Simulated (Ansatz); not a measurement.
Energy profile

The step: BH₃O₃ ([OH][B]([OH])[OH]) + NH₃ → BNH₄O₂ ([NH2][B]([OH])[OH]) + H₂O; bonds formed: O2–H5; dative contacts that become bonds: B1–N6; bonds broken: B1–O2, H5–N6 (atoms numbered as in the saddle structure below).

B1  (-0.343, -0.077, -0.177)
O2  (1.151, 0.455, -0.759)
O3  (-0.691, -1.256, -0.854)
O4  (-1.277, 0.968, -0.202)
H5  (1.236, 0.311, 0.405)
N6  (0.325, -0.197, 1.242)
H7  (1.084, 1.379, -1.016)
H8  (0.064, -1.688, -1.255)
H9  (-1.890, 0.843, -0.929)
H10  (-0.089, 0.398, 1.945)
H11  (0.432, -1.135, 1.601)
(Å)

Electronic energies by CCSD(T) at an estimated basis limit (MP2 extrapolated from triple and quadruple zeta, plus CCSD(T) − MP2 in triple zeta), on PBE0-D4/def2-TZVP structures; BNH6O3, closed shell; no counterpoise correction. Ansatz 0.2.0; basis: def2-TZVPP and def2-QZVPP; cores frozen in the correlated methods. Extrapolation: Hartree–Fock as exp(−7.88 √X), correlation as X^−2.97.

(1) Give the profile in eV, counted from the separated reactants. (An estimate is asked for; the value comes from the calculation.)

No T1 diagnostic of these runs exceeds 0.012.

## Answers

(1) Computed:
```tsv
point	eV
separated: BH3O3 (linked as [OH][B]([OH])[OH]; B1, O2, O3, O4, H7, H8, H9; singlet) + NH3 (H5, N6, H10, H11; singlet)	0.000
start structure	-0.025
saddle	1.293
end structure	0.080
separated: BNH4O2 (linked as [NH2][B]([OH])[OH]; B1, O3, O4, N6, H8, H9, H10, H11; singlet) + H2O (O2, H5, H7; singlet)	0.361
```

For scale, one of the runs: CCSD(T)/def2-TZVPP, 239 basis functions, launched by `ansatz run in.yaml --threads 4 --pin off --events-out ev --progress --plain --max-ram 9574MiB`. Time: 3 min of wall clock on 4 CPU threads of an Arm Neoverse V1; the host was shared. Peak host memory: 5 GiB.
